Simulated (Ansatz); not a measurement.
A nudged elastic band was laid between two geometries of BFH2 + BrH (6 atoms, charge 0, multiplicity 1).

These are results of RKS B3LYP/def2-SVP (Ansatz 0.2.0), not measurements.

* movable images: 5
* climbing image: yes
* spring: 5.0 eV/Å²
* optimiser: quadratic models (default)
* start path: through a guess of the saddle point
* force threshold: 0.05 eV/Å
* iteration limit: 60
* end points: relaxed

First end point:

```xyz
6
Properties=species:S:1:pos:R:3
B -0.013 0.463 -0.163
F 0.000 0.290 1.153
H 1.049 0.577 -0.720
H -1.087 0.504 -0.709
Br 0.119 -3.235 1.450
H 0.076 -1.883 1.911
```

Last end point:

```xyz
6
Properties=species:S:1:pos:R:3
B 0.016 -0.421 -0.166
F 0.008 0.142 1.740
H 1.058 0.081 -0.474
H -1.060 0.010 -0.463
Br 0.084 -2.358 0.210
H 0.039 -0.738 2.075
```

(1) Which bonds break or form, and what moves?

(2) Give the energies along the band, and the barrier.

(3) What is the geometry of the highest image?

(4) What are the harmonic wavenumbers there?

Answers

(1) Bonds broken: B1–F2, Br5–H6. Bonds formed: B1–Br5, F2–H6. BFH2 + BrH becomes BBrH2 + FH.

(2) It converged. The highest image is number 5 of 0 to 6, 23.1 kcal/mol above the first end and 6.1 kcal/mol above the last; the last end lies 17.0 kcal/mol above the first. A vibrational analysis at the climbing image gives one clearly imaginary mode, 894i cm⁻¹: a first-order saddle point. The orbitals stay closed-shell, which can raise the energy where a bond breaks towards radicals; this wasn't checked here.

```tsv
image	path coordinate (Å)	energy (kcal/mol)	B1–F2 (Å)	Br5–H6 (Å)	B1–Br5 (Å)
0	0.00	0.0	1.33	1.43	4.04
1	0.47	0.1	1.33	1.43	3.66
2	0.94	0.2	1.33	1.43	3.26
3	1.40	1.7	1.34	1.43	2.97
4	1.87	9.6	1.38	1.46	2.56
5	2.34	23.1	1.54	1.70	2.22
6	3.06	17.0	1.99	2.47	1.97
```

(3) 
```xyz
6
Properties=species:S:1:pos:R:3
B 0.010 -0.174 0.040
F 0.007 0.126 1.549
H 1.063 0.108 -0.453
H -1.063 0.040 -0.444
Br 0.082 -2.335 0.560
H 0.045 -1.048 1.671
```

(4) 894i, 374, 479, 648, 730, 850, 924, 1131, 1222, 1490, 2624, 2762 cm⁻¹.

The run took 110 s on 2 threads of Arm Neoverse V2 (shared host), peak memory 0.17 GiB.
